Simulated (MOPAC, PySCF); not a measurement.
CH$_{2}$B$_{2}$O, SMILES `C1(=B/[H])/BO1`, neutral singlet in the gas phase. 

Cartesian coordinates (Å):
SMILES: [H]/B=C1\BO1
```xyz
6

B      1.3542     0.2289    -0.0301
C     -0.0095     0.3396    -0.0848
B     -1.4642     0.0923    -0.0604
O     -1.0835     1.3529    -0.3389
H      2.5051     0.0268     0.0414
H     -2.4556    -0.5354     0.0607
```
Charge 0, spin multiplicity 1.

All levels are single points at this geometry (r2SCAN-D4/def2-TZVP); Pople sets use spherical d functions. Orbital energies aren't observables, and empty levels follow the basis.

HF/6-31G* in PySCF gives dipole (D) = 1.76.

**Question.** Estimate the dipole (D) from each of these levels: r2SCAN-D4/def2-TZVP in PySCF; B3LYP/6-311+G** in PySCF; B3LYP/6-31G* in PySCF; BP86/6-31G* in PySCF; PM3 in MOPAC.

**Answer.** 
| level | dipole (D) |
|---|---|
| r2SCAN-D4/def2-TZVP in PySCF | 1.01 |
| B3LYP/6-311+G** in PySCF | 1.21 |
| B3LYP/6-31G* in PySCF | 1.14 |
| BP86/6-31G* in PySCF | 0.96 |
| PM3 in MOPAC | 0.47 |
